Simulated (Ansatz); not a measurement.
Program: Ansatz. Geometries: PBE0-D4/def2-TZVP. ΔE: electronic, gas phase. CCSD(T)/CBS is the MP2 limit (def2-TZVPP, def2-QZVPP) plus CCSD(T) − MP2 in def2-TZVPP, frozen cores. This one scheme is used for every species. Functionals use def2-TZVPP. B3LYP here is the variant with VWN-RPA as its local correlation; programs differ in this. One conformer a species, not always the lowest.

Consider the hydrogenolysis of a C–C bond: `C/C=C(\O)[SiH3]` + H₂ → `C=C(O)[SiH3]` + CH₄.

```json
{"level": "PBE-D4", "ΔE (kJ/mol)": "-53.3", "difference from CCSD(T)/CBS": "3.4"}
{"level": "B3LYP-D4", "ΔE (kJ/mol)": "-58.9", "difference from CCSD(T)/CBS": "-2.2"}
{"level": "r2SCAN", "ΔE (kJ/mol)": "-58.1", "difference from CCSD(T)/CBS": "-1.4"}
{"level": "HF/def2-TZVPP", "ΔE (kJ/mol)": "-76.7", "difference from CCSD(T)/CBS": "-20.0"}
{"level": "MP2/def2-TZVPP", "ΔE (kJ/mol)": "-53.2", "difference from CCSD(T)/CBS": "3.5"}
{"level": "SCS-MP2/def2-TZVPP", "ΔE (kJ/mol)": "-57.5", "difference from CCSD(T)/CBS": "-0.8"}
{"level": "CCSD/def2-TZVPP", "ΔE (kJ/mol)": "-61.7", "difference from CCSD(T)/CBS": "-5.0"}
{"level": "CCSD(T)/def2-TZVPP", "ΔE (kJ/mol)": "-57.8", "difference from CCSD(T)/CBS": "-1.1"}
{"level": "MP2/CBS(def2)", "ΔE (kJ/mol)": "-52.1", "difference from CCSD(T)/CBS": "4.6"}
{"level": "CCSD/CBS(def2)", "ΔE (kJ/mol)": "-60.5", "difference from CCSD(T)/CBS": "-3.8"}
{"level": "CCSD(T)/CBS", "ΔE (kJ/mol)": "-56.7", "difference from CCSD(T)/CBS": "0"}
```

Largest T1 diagnostic among the species: 0.013.

The D4 term adds +8.1 kJ/mol with B3LYP and +4.5 kJ/mol with PBE0; it sums over pairs of atoms, weighted by their polarisabilities, and B3LYP, whose exchange is more repulsive, gets the larger term. In def2-TZVPP, CCSD(T) changes the Hartree–Fock value by +18.9 kJ/mol (the triples alone add +3.9 kJ/mol) and MP2 by +23.5 kJ/mol.
